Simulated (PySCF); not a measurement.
This PySCF input asks for the NMR shieldings of SMILES CC(C)CC(=O)[SiH2]CCl, C$_{6}$H$_{13}$ClOSi; the geometry comes from GFN2-xTB.

```python
import basis_set_exchange as bse
import numpy as np
from pyscf import gto, dft
from pyscf.prop import nmr

atoms = """
C     1.935981   -0.205745    1.264223
C     1.706071    0.625554    0.004641
C     2.957082    0.636517   -0.869233
C     0.512710    0.071811   -0.777893
C    -0.822650    0.295808   -0.114653
O    -0.993861    1.096326    0.776512
Si   -2.292023   -0.767646   -0.778246
C    -3.829444   -0.212102    0.195809
Cl   -5.243279   -1.164945   -0.338928
H     2.771336    0.192333    1.835033
H     2.159682   -1.238832    1.003094
H     1.051031   -0.189413    1.895326
H     1.465928    1.651254    0.302358
H     3.803460    1.028585   -0.310597
H     2.810907    1.257855   -1.750398
H     3.200329   -0.373115   -1.195325
H     0.631929   -0.997645   -0.963855
H     0.442075    0.557901   -1.755928
H    -2.463763   -0.525207   -2.211124
H    -2.005977   -2.179692   -0.520056
H    -3.729624   -0.374945    1.267036
H    -4.078308    0.834727    0.034491
"""
names = dict.fromkeys(["C", "O", "Si", "Cl", "H"], "pcSseg-1")
basis = {el: gto.basis.parse(bse.get_basis(n, elements=[el], fmt="nwchem")) for el, n in names.items()}
mol = gto.M(atom=atoms, basis=basis, charge=0, verbose=0)
mf = dft.RKS(mol, xc="PBE0")
mf.grids.level = 2
mf.grids.alignment = dft.numint.BLKSIZE   # the property module wants whole blocks of grid points
mf.conv_tol = 1e-9
mf.kernel()

calc = nmr.RKS(mf)   # GIAO
C = mf.mo_coeff
Co = C[:, mf.mo_occ > 0]
resp = mf.gen_response(singlet=True, hermi=2)
def vind(x):   # induced exchange potential for any number of trial vectors
    d = np.einsum("pi,xij,qj->xpq", C, 2 * x.reshape(-1, C.shape[1], Co.shape[1]), Co, optimize=True)
    return np.einsum("xpq,pi,qj->xij", resp(d - d.transpose(0, 2, 1)), C, Co, optimize=True).ravel()
mo1, _ = nmr.rhf.solve_mo1(calc, with_cphf=vind)
sigma = calc.kernel(mo1)
for i, s in enumerate(sigma):   # ppm
    w = np.linalg.eigvalsh((s + s.T) / 2)
    print("%2d %-2s iso %8.1f  s11 %8.1f  s22 %8.1f  s33 %8.1f" % (i, mol.atom_pure_symbol(i), w.mean(), *w))
```

Q: What does it print?

A: 
```
 0 C  iso    163.5  s11    147.1  s22    155.9  s33    187.6
 1 C  iso    161.7  s11    154.5  s22    161.5  s33    169.2
 2 C  iso    162.4  s11    144.3  s22    155.2  s33    187.7
 3 C  iso    122.7  s11     81.2  s22    116.7  s33    170.2
 4 C  iso    -61.6  s11   -169.2  s22   -111.7  s33     95.9
 5 O  iso   -491.7  s11  -1369.0  s22   -490.9  s33    384.8
 6 Si iso    408.2  s11    368.9  s22    380.0  s33    475.6
 7 C  iso    158.7  s11    135.7  s22    142.0  s33    198.3
 8 Cl iso    953.7  s11    834.9  s22    914.1  s33   1112.2
 9 H  iso     30.8  s11     26.7  s22     27.9  s33     37.7
10 H  iso     31.5  s11     28.3  s22     29.6  s33     36.5
11 H  iso     30.5  s11     25.7  s22     30.1  s33     35.6
12 H  iso     29.4  s11     25.3  s22     28.1  s33     34.6
13 H  iso     30.6  s11     26.1  s22     28.1  s33     37.5
14 H  iso     30.8  s11     26.5  s22     28.2  s33     37.6
15 H  iso     31.0  s11     27.5  s22     29.3  s33     36.2
16 H  iso     29.1  s11     25.6  s22     27.6  s33     34.1
17 H  iso     29.3  s11     25.5  s22     29.0  s33     33.4
18 H  iso     27.2  s11     23.4  s22     27.6  s33     30.8
19 H  iso     27.4  s11     23.6  s22     27.6  s33     30.9
20 H  iso     28.4  s11     22.2  s22     27.9  s33     35.2
21 H  iso     28.5  s11     22.3  s22     28.0  s33     35.1
```

These numbers come from an equivalent density-fitted implementation of the same equations, which agrees with the script to about 0.01 ppm for H and up to a few tenths of a ppm for heavy atoms, so last digits may differ.

Q: Turn these shieldings into chemical shifts. Chemical shifts δ = σref − σ; 13C (σref 186.93), 29Si (σref 349.16), 1H (σref 31.72) vs TMS; H2O for 17O (σref 336.08); 35Cl (σref 949.78) vs HCl, all at this level.

A: Averaging equivalent atoms: C 4: 248.6; C 3: 64.2; C 7: 28.3; C 1: 25.2; C 0/2: 23.9; O 5: 827.8; Si 6: -59.0; Cl 8: -4; H 18/19: 4.42; H 20/21: 3.27; H 16/17: 2.51; H 12: 2.36; H 9/10/11/13/14/15: 0.86 ppm. Unscaled 17O shifts of doubly bonded oxygen tend to come out too high, by tens of ppm or more. Experimental scales use liquid or dissolved standards, which lie at an offset from isolated H2O (liquid H2O: subtract about 36 ppm).

Size and cost of the density-fitted run: 232 basis functions, 51 s wall time on 1 thread of an Intel Xeon 6975P-C, shared host; peak memory 1.1 GiB.
